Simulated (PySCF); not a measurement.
## Spinor energies of Pd⁺ (palladium, charge +1)

Start: [Kr] 4d9; 4d3/2 filled at m_j = -3/2, -1/2, +1/2, +3/2; 4d5/2 filled at m_j = -3/2, -1/2, +1/2, +3/2, +5/2. Calculated with PySCF 2.14 in x2c-SVPall-2c (6s8p6d1f, 67 functions): generalised Hartree-Fock with the X2C-1e Hamiltonian and a Gaussian nucleus; one run each with spin-orbit coupling (SO) switched off, then screened by Boettger's factors.

```json
{"spinor shell": "1s1/2", "electrons": "2", "ε, spin-free (eV)": "-24483.1", "ε, screened SO (eV)": "-24481.4", "weight of nominal j (screened SO)": "1.000", "rms radius, screened SO (bohr)": "0.0366"}
{"spinor shell": "2s1/2", "electrons": "2", "ε, spin-free (eV)": "-3667.3", "ε, screened SO (eV)": "-3666.8", "weight of nominal j (screened SO)": "1.000", "rms radius, screened SO (bohr)": "0.150"}
{"spinor shell": "2p1/2", "electrons": "2", "ε, spin-free (eV)": "-3283.2", "ε, screened SO (eV)": "-3393.6", "weight of nominal j (screened SO)": "1.000", "rms radius, screened SO (bohr)": "0.130"}
{"spinor shell": "2p3/2", "electrons": "4", "ε, spin-free (eV)": "-3283.2", "ε, screened SO (eV)": "-3231.9", "weight of nominal j (screened SO)": "1.000", "rms radius, screened SO (bohr)": "0.135"}
{"spinor shell": "3s1/2", "electrons": "2", "ε, spin-free (eV)": "-706.41", "ε, screened SO (eV)": "-706.26", "weight of nominal j (screened SO)": "1.000", "rms radius, screened SO (bohr)": "0.403"}
{"spinor shell": "3p1/2", "electrons": "2", "ε, spin-free (eV)": "-576.73", "ε, screened SO (eV)": "-596.65", "weight of nominal j (screened SO)": "1.000", "rms radius, screened SO (bohr)": "0.399"}
{"spinor shell": "3p3/2", "electrons": "4", "ε, spin-free (eV)": "-576.73", "ε, screened SO (eV)": "-567.40", "weight of nominal j (screened SO)": "1.000", "rms radius, screened SO (bohr)": "0.410"}
{"spinor shell": "3d3/2", "electrons": "4", "ε, spin-free (eV)": "-371.00", "ε, screened SO (eV)": "-374.44", "weight of nominal j (screened SO)": "0.999", "rms radius, screened SO (bohr)": "0.387"}
{"spinor shell": "3d5/2", "electrons": "6", "ε, spin-free (eV)": "-371.00", "ε, screened SO (eV)": "-368.55", "weight of nominal j (screened SO)": "0.999", "rms radius, screened SO (bohr)": "0.390"}
{"spinor shell": "4s1/2", "electrons": "2", "ε, spin-free (eV)": "-116.43", "ε, screened SO (eV)": "-116.39", "weight of nominal j (screened SO)": "1.000", "rms radius, screened SO (bohr)": "1.02"}
{"spinor shell": "4p1/2", "electrons": "2", "ε, spin-free (eV)": "-77.051", "ε, screened SO (eV)": "-80.950", "weight of nominal j (screened SO)": "0.985", "rms radius, screened SO (bohr)": "1.10"}
{"spinor shell": "4p3/2", "electrons": "4", "ε, spin-free (eV)": "-77.051", "ε, screened SO (eV)": "-75.183", "weight of nominal j (screened SO)": "0.992", "rms radius, screened SO (bohr)": "1.13"}
{"spinor shell": "4d3/2", "electrons": "4", "ε, spin-free (eV)": "-20.685", "ε, screened SO (eV)": "-21.238", "weight of nominal j (screened SO)": "0.899", "rms radius, screened SO (bohr)": "1.57"}
{"spinor shell": "4d5/2", "electrons": "5", "ε, spin-free (eV)": "-20.685", "ε, screened SO (eV)": "-20.255", "weight of nominal j (screened SO)": "0.919", "rms radius, screened SO (bohr)": "1.60"}
```

```tsv
quantity	spin-free	screened SO
E (hartree)	-5041.63745	-5042.47206
M_J	5/2	5/2
⟨J²⟩	8.773	8.776
⟨L²⟩	6.019	6.033
⟨S²⟩	0.755	0.768
```

Each row is a mean over spinors that exchange with the open shell spreads, by up to 4.955 eV (4p3/2).

Rows whose weight is well below 1 are mixtures of j = l ± 1/2: exchange outweighs spin-orbit coupling there, and the label is only the starting occupation.

Breit and QED terms are absent; they matter most for the inner s and p1/2 levels.

Densities and radii are taken from the X2C orbitals without a picture-change correction, which distorts them close to the nucleus.

Without spin-orbit coupling the j labels of p, d and f shells carry no meaning; the spin-free column gives the mean over the occupied spinors of each nl shell.
